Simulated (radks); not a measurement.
Results of a calculation; reference values are marked as such.
Task: Valence configurations of Re IV (all share [Xe]). Code: a radial shooting solver on a logarithmic mesh with Libxc functionals. Model: Dirac Kohn-Sham, PBE, spin-unpolarised, spherical densities, finite nucleus; open shells are shared between the two j in proportion to 2j + 1; Fermi nuclear charge, rms radius 5.3698 fm. Order these by energy: 4f12.5 5d5 6s0.5; 4f13 5d4 6s1; 4f14 5d3 6p1; 4f14 5d2 6s2; 4f14 5d4; 4f13 5d5; 4f12.5 5d5 6p0.5; 4f14 5d2.5 6s1.5; 4f14 5d3 6s1; 4f13 5d4 6p1.

Result: From the lowest, in eV above it: 4f14 5d4 0.000; 4f14 5d3 6s1 4.179; 4f14 5d2.5 6s1.5 6.670; 4f14 5d2 6s2 9.434; 4f14 5d3 6p1 12.395; 4f13 5d5 43.174; 4f13 5d4 6s1 48.594; 4f13 5d4 6p1 57.050; 4f12.5 5d5 6s0.5 70.821; 4f12.5 5d5 6p0.5 74.995. NIST lists [Xe] 4f14 5d4 as the ground configuration; this level of theory agrees among the configurations tried. The energies are those of spherical spin-averaged densities, not of single terms.
